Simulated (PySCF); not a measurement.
dimethylarsine, C₂H₇As, SMILES C[AsH]C, point group Cs.

Level: BP86/cc-pVDZ in PySCF (density fitting, grid level 2); geometry and Hessian at that level, cubic constants and property derivatives from steps of ±0.6 along each species' dimensionless normal coordinates, second-order vibrational perturbation theory. The parent has the commonest isotopes.

Equilibrium geometry (Å):

```csv
atom,x,y,z
C1,-1.5100,-0.0256,-0.1370
As2,0.0748,1.1874,0.0215
C3,1.4425,-0.2173,0.4270
H4,-1.2930,-0.9213,-0.7522
H5,-2.3501,0.5385,-0.5900
H6,-1.8122,-0.3433,0.8817
H7,0.3670,1.2126,-1.4999
H8,1.3574,-1.0918,-0.2481
H9,2.4536,0.2272,0.3303
H10,1.3055,-0.5478,1.4767
```

An isotope shift is δ(isotopologue) − δ(parent), that is, the negative of the change in the averaged GIAO shielding; n counts bonds from the nearest label (0: the labelled atom itself). These are computed values; those of heavy atoms are rounded to 5 ppb, about the numerical noise.

**Question.** What isotope shifts arise with ¹³C at 1?

**Answer.** 
| nucleus | n | 0 K (ppb) | 400 K (ppb) |
| --- | --- | --- | --- |
| C1 | 0 | -15 | -10 |
| H4 | 1 | -1 | -2 |
| H5 | 1 | -2 | -2 |
| H6 | 1 | -2 | -2 |
| C3 | 2 | 10 | 15 |
| H7 | 2 | 0 | 0 |
| H8 | 3 | 1 | 3 |
| H9 | 3 | 1 | 2 |
| H10 | 3 | 1 | 2 |

A mode lies under 250 cm⁻¹, where this perturbation treatment is rough. Internal rotors are held in one well. Spin–orbit effects of the heavy atoms on shieldings are missing.
